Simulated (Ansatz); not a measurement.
Reaction (hydrogenolysis of a C–Cl bond): `ClC1=C(Cl)[SiH2]1` + H₂ → `ClC1=C[SiH2]1` + HCl

Program: Ansatz. Geometries: PBE0-D4/def2-TZVP. ΔE: electronic, gas phase. CBS: MP2 limit from def2 TZ/QZ plus the TZ coupled-cluster correction, frozen cores. This one scheme is used for every species.

`ClC1=C(Cl)[SiH2]1`:

Cartesian coordinates in Å:
```
Cl 1.776 1.848 -0.478
C 0.623 0.649 -0.168
C -0.608 0.601 0.326
Cl -1.734 1.711 0.930
Si -0.012 -1.051 -0.133
H -0.480 -1.731 -1.365
H 0.435 -2.028 0.888
```

H₂:

Cartesian coordinates in Å:
```
H 0.209 -0.244 0.190
H -0.209 0.244 -0.190
```

`ClC1=C[SiH2]1`:

Cartesian coordinates in Å:
```
Cl -1.634 -1.875 -0.768
C -0.581 -0.660 -0.217
C -0.244 -0.158 0.963
Si 0.640 0.655 -0.404
H -0.505 -0.327 1.999
H 0.260 2.006 -0.880
H 2.063 0.359 -0.693
```

HCl:

Z-matrix (Å, degrees):
```
Cl
H 1 1.279
```

```json
{"species": "`ClC1=C(Cl)[SiH2]1`", "CCSD/CBS(def2) energy (Eh)": "-1285.81948"}
{"species": "H₂", "CCSD/CBS(def2) energy (Eh)": "-1.17544"}
{"species": "`ClC1=C[SiH2]1`", "CCSD/CBS(def2) energy (Eh)": "-826.65343"}
{"species": "HCl", "CCSD/CBS(def2) energy (Eh)": "-460.37334"}
```

(1) Work out ΔE.

(2) What do rigid-rotor, harmonic-oscillator terms from PBE0-D4/def2-TZVP frequencies (298.15 K, 1 bar) make of the CCSD(T)/CBS value? (Best estimate.)

Largest T1 diagnostic among the species: 0.013.

Answers

(1) ΔE = (-826.65343) + (-460.37334) − (-1285.81948) − (-1.17544) = -0.03185 Eh = -83.6 kJ/mol. CCSD(T)/CBS gives -76.7 kJ/mol.

(2) Computed: ΔZPE = +13.6 kJ/mol, ΔH = -65.9 kJ/mol, ΔS = 29 J/(mol·K), ΔG = -74.5 kJ/mol.

From BLYP to BHLYP (50 % exact exchange), in def2-TZVPP and without D4, ΔE moves by −16.2 kJ/mol. At CCSD(T), def2-SVP lies −7.9 kJ/mol from the extrapolated value and def2-TZVPP −1.8 kJ/mol. In def2-TZVPP, CCSD(T) changes the Hartree–Fock value by +22.4 kJ/mol (the triples alone add +6.9 kJ/mol) and MP2 by +31.7 kJ/mol.
